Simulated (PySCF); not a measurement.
## SiHg⁺: energy against distance

Set-up: PySCF, scalar-relativistic core potentials, basis sets Si def2-SVPD, Hg def2-SVPD with ECP60. Energies in eV from Si⁺ + Hg in their ground configurations at the same level. State: ²Π (doublet), unpaired electrons π ↑.

All columns are PBE0. A positive dipole points towards Hg; it is taken about the centre of mass and depends on that origin.

```
R (Å)  E (eV)  μ (D)  Mulliken charge on Si (basis-dependent)  HOMO (eV)  LUMO (eV)  Mayer bond order  ⟨S²⟩
2.263  -1.035  -3.01                                     0.48     -11.68      -9.47              1.20  0.76
2.368  -1.287  -3.42                                     0.50     -11.65      -9.41              1.10  0.76
2.473  -1.419  -3.85                                     0.51     -11.63      -9.35              1.01  0.76
2.552  -1.463  -4.19                                     0.52     -11.62      -9.33              0.96  0.76
2.631  -1.473  -4.54                                     0.52     -11.62      -9.31              0.91  0.76
2.710  -1.459  -4.91                                     0.53     -11.63      -9.29              0.87  0.76
2.815  -1.413  -5.41                                     0.54     -11.65      -9.29              0.82  0.76
2.947  -1.327  -6.06                                     0.56     -11.69      -9.30              0.77  0.76
3.105  -1.205  -6.87                                     0.59     -11.74      -9.34              0.71  0.76
3.315  -1.032  -7.98                                     0.63     -11.84      -9.41              0.64  0.76
```

A fit through these points gives, at Re = 2.621 Å, μ = -4.49 D and dμ/dR = -4.53 D/Å; the reduced mass is 24.57 u.

How strong is the fundamental in the double-harmonic approximation, I = 42.26·(dμ/dR)²/μred km/mol?

I = 42.26·(-4.53)²/24.57 = 35.3 km/mol at PBE0.

Spin–orbit coupling is left out, which matters for elements this heavy, above all for dissociation energies. For an ion De counts to the pair picked by the measured ionisation energies or electron affinities, which need not be the lowest pair at this level. The state is the lowest determinant that a PBE0 search found; another state may lie lower at other levels.
